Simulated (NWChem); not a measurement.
Species: K cation

Program: NWChem. Pople sets run with spherical d functions. Medium grid unless said otherwise, to which SCAN and Minnesota functionals are sensitive.

**Question.** Order these by “orbital gap (eV)”, lowest first: MN15-L/6-31G*; LDA (Slater exchange, VWN5)/6-31G*; B3LYP/6-31G*; M05-2X/6-31G*.

**Answer.** LDA (Slater exchange, VWN5)/6-31G* (19.40), MN15-L/6-31G* (20.31), B3LYP/6-31G* (20.95), M05-2X/6-31G* (24.51)
